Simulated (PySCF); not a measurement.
Mean polarisability (bohr³) of eight halogen compounds: PBE beside ωB97X, computed with PySCF for isolated molecules in the bases named; differences from unrounded values. The eight are the first of their class met in an unordered collection, after screening for sound electronic states; none was chosen by its value. Each molecule has one DFT geometry for both levels.

```
molecule                                                         basis  ωB97X
----------------------------------------------------------  ----------  -----
C3H3ClF2, SMILES F[C@@H]1C[C@@]1(F)Cl                        def2-TZVP   45.8
Se(Br)(Me) (CH3BrSe), SMILES C[Se]Br                        def2-TZVPD   66.0
C5H7F, SMILES FC1=CCCC1                                      def2-TZVP   56.2
1,1-dichlorobuta-1,3-diene (C₄H₄Cl₂), SMILES C=CC=C(Cl)Cl    def2-TZVP   79.2
2-chlorocyclopenta-1,3-diene (C5H5Cl), SMILES ClC1=CCC=C1    def2-TZVP   66.5
1,1,2-trichloroprop-1-ene (C3H3Cl3), SMILES ClC(=C(Cl)C)Cl   def2-TZVP   73.3
C5H5F, SMILES C1(CC=CC=1)F                                   def2-TZVP   54.4
C4H5F, SMILES C=C=C(C)F                                      def2-TZVP   51.3
```

Task: Estimate the PBE values and say how PBE differs from ωB97X over the set. (Estimate from the structure and the level; the computed values follow.)

Result: 
```
molecule                                                     PBE  difference
----------------------------------------------------------  ----  ----------
C3H3ClF2, SMILES F[C@@H]1C[C@@]1(F)Cl                       48.0         2.2
Se(Br)(Me) (CH3BrSe), SMILES C[Se]Br                        68.2         2.2
C5H7F, SMILES FC1=CCCC1                                     58.4         2.2
1,1-dichlorobuta-1,3-diene (C₄H₄Cl₂), SMILES C=CC=C(Cl)Cl   82.9         3.6
2-chlorocyclopenta-1,3-diene (C5H5Cl), SMILES ClC1=CCC=C1   68.9         2.5
1,1,2-trichloroprop-1-ene (C3H3Cl3), SMILES ClC(=C(Cl)C)Cl  76.6         3.3
C5H5F, SMILES C1(CC=CC=1)F                                  56.2         1.8
C4H5F, SMILES C=C=C(C)F                                     53.0         1.6
```
PBE lies below ωB97X in 0 and above it in 8 of the eight; the mean signed difference is 2.4 and the largest 3.6 bohr³.
